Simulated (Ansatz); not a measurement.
InH2(OH) (InOH₃). Total charge 0; singlet. Geometry PBE-D4/def2-TZVP, basis def2-TZVP, Ansatz.

```tsv
run	HOMO (eV)	LUMO (eV)
A	-6.55	-2.21
B	-9.66	-0.76
C	-10.99	0.35
D	-7.94	-1.82
E	-6.64	-2.22
F	-7.51	-1.68
```

In the def2 sets In takes a core potential; there is no spin–orbit coupling. LC-ωPBE has ω = 0.4 bohr⁻¹. B3LYP takes the VWN-RPA correlation.

Question: The runs used B3LYP, BLYP, CAM-B3LYP, LC-ωPBE, PBE, r2SCANh. Estimate which is which.

Answer: A BLYP (0 % exact exchange); B CAM-B3LYP (range-separated); C LC-ωPBE (range-separated); D B3LYP (20 % exact exchange); E PBE (0 % exact exchange); F r2SCANh (10 % exact exchange). Exact exchange lowers occupied and raises empty levels; among semilocal functionals meta-GGAs tend to open the gap a little, and such runs are hard to tell apart. The gap grows from 4.34 eV (BLYP) to 11.34 eV (LC-ωPBE).
